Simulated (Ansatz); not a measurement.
C3H7In. Charge 0, multiplicity 1. In: def2 effective core potential. The bonds changed during the relaxation, so this is another structure than the one it started from. The geometry is a stationary point of PBE0-D4/def2-TZVP.

```xyz
11

C    -0.371    0.371   -1.249
C    -0.172    0.562    0.214
C    -0.737   -0.198    1.160
In    1.636   -1.773    1.012
H     0.591    0.266   -1.759
H    -0.867    1.245   -1.683
H    -0.984   -0.507   -1.461
H     0.465    1.390    0.511
H    -1.415   -1.008    0.908
H    -0.613    0.021    2.215
H     2.467   -0.368    0.131
```

Problem. What is the dipole moment at PBE/def2-TZVPP? (Best estimate.)

Solution. The calculation gave: 1.40 D, with components (-1.28, 0.51, -0.24) D in this frame, pointing from negative to positive charge.

Problem. And with r2SCAN, B3LYP, ωB97M-V? (Best estimate.)

Solution. Computed: r2SCAN 1.57 D, B3LYP 1.53 D, ωB97M-V 1.63 D.

Problem. Give the Mulliken charges with PBE, B3LYP, r2SCAN in def2-TZVPP. (Best estimate.)

Solution. Ansatz gave: 
| atom | PBE | B3LYP | r2SCAN |
| --- | --- | --- | --- |
| C1 | -0.20 | -0.22 | -0.10 |
| C2 | -0.10 | -0.08 | -0.04 |
| C3 | -0.32 | -0.35 | -0.32 |
| In4 | 0.19 | 0.23 | 0.21 |
| H5 | 0.11 | 0.11 | 0.08 |
| H6 | 0.10 | 0.10 | 0.06 |
| H7 | 0.08 | 0.08 | 0.04 |
| H8 | 0.12 | 0.13 | 0.11 |
| H9 | 0.13 | 0.14 | 0.12 |
| H10 | 0.14 | 0.14 | 0.13 |
| H11 | -0.24 | -0.27 | -0.28 |

B3LYP here is the variant with VWN-RPA as its local correlation; programs differ in this.
